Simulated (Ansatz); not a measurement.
Start from `[SeH][SiH]1[CH2][AlH]1` and change one atom or group to get `C[SiH2][SiH]1[CH2][AlH]1`.

Ansatz, PBE0-D4/def2-TZVP geometries, multiplicity 1. Each molecule was computed in one conformer, which needn't be the lowest.

Scalar relativity is left out up to krypton. Spin–orbit coupling is left out; it splits and shifts lone-pair levels of the heavy atoms by tenths of an eV.

| property | `[SeH][SiH]1[CH2][AlH]1` |
| --- | --- |
| LUMO energy (PBE/def2-TZVPP) / eV | -2.78 |
| HOMO–LUMO gap (B3LYP/def2-TZVPP) / eV | 3.71 |
| size of the dipole moment (PBE/def2-TZVPP) / D | 1.98 |
| LUMO energy (PBE0/def2-TZVPP) / eV | -2.03 |
| HOMO energy (PBE0/def2-TZVPP) / eV | -6.08 |
| HOMO–LUMO gap (PBE0/def2-TZVPP) / eV | 4.05 |

**Question.** What does the change do to each property? (An estimate is asked.)

**Answer.** The calculation gave: 
| property | `C[SiH2][SiH]1[CH2][AlH]1` | shift |
| --- | --- | --- |
| LUMO energy (PBE/def2-TZVPP) / eV | -2.58 | 0.20 |
| HOMO–LUMO gap (B3LYP/def2-TZVPP) / eV | 3.73 | 0.02 |
| size of the dipole moment (PBE/def2-TZVPP) / D | 0.84 | -1.14 |
| LUMO energy (PBE0/def2-TZVPP) / eV | -1.82 | 0.21 |
| HOMO energy (PBE0/def2-TZVPP) / eV | -5.90 | 0.18 |
| HOMO–LUMO gap (PBE0/def2-TZVPP) / eV | 4.08 | 0.03 |

Dipoles are sizes alone; their direction can turn.

B3LYP here is the variant with VWN-RPA as its local correlation; programs differ in this.
